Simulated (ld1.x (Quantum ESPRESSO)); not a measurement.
**Configuration tests for Cd (TM)**

ld1.x (Quantum ESPRESSO) 7.5 input, shortened:

```
&input
   title='Cd', zed=48., rel=1, dft='PW91', iswitch=3,
   config='[Kr] 4d10 5s1.75 5p0.25'
 /
 &inputp
   pseudotype=2, tm=.true., lloc=2,
   nlcc=.true., new_core_ps=.true., rcore=0.55
 /
3
5S  1  0   1.75   0.00  2.25  2.25  0.0
4P  2  1   6.00   0.00  1.00  1.00  0.0
4D  3  2  10.00   0.00  1.35  1.35  0.0
 &test
   configts(1)='4p6 4d10 5s1.75 5p0.25'
 /
```

Occupied shells without a wave of their own: 5p. They enter only through the test configuration that unscreens the potential, and ld1.x also counts them in the model core charge.

Energies are relative to the spin-unpolarised reference configuration 4p6 4d10 5s1.75 5p0.25; without spin polarisation the order of configurations can differ from experiment.

ld1.x takes every shell without a wave as core, so the model core holds the 5p electrons as well and exchange and correlation see them twice. This cancels in the reference configuration, but the file is broken for other ones, and its errors say nothing about a proper core correction.

| valence configuration | charge | ΔE all-electron (eV) | error AE − PS (meV) |
| --- | --- | --- | --- |
| 4p6 4d10 5s2 5p0 | 0 | -1.132 | -2.3 |
| 4p6 4d10 5s1 5p0 | +1 | 8.213 | -18 |
| 4p6 4d10 5s0 5p0 | +2 | 25.423 | -71 |
| 4p6 4d9 5s0 5p0 | +3 | 63.518 | -39 |
| 4p6 4d8 5s0 5p0 | +4 | 117.667 | -13 |
| 4p6 4d10 5s1 5p1 | 0 | 3.567 | +5.5 |
| 4p6 4d10 5s0 5p1 | +1 | 14.026 | -31 |

Levels in the configuration 4p6 4d9 5s0 5p0:

| level | all-electron (eV) | pseudo (eV) |
| --- | --- | --- |
| 4p | -102.358 | -102.263 |
| 4d | -45.909 | -45.871 |

These tests converged, but a pseudo level misses the all-electron one widely, so the file describes the atom poorly there or has found another state: 4p6 4d8 5s0 5p0: empty 5s by 5.1 eV (a node warning on the way).

Note: ghost state, extra bound levels that the all-electron valence spectrum of the same l lacks: s at -154.3 eV. A true bound ghost makes a file unfit for plane-wave use.
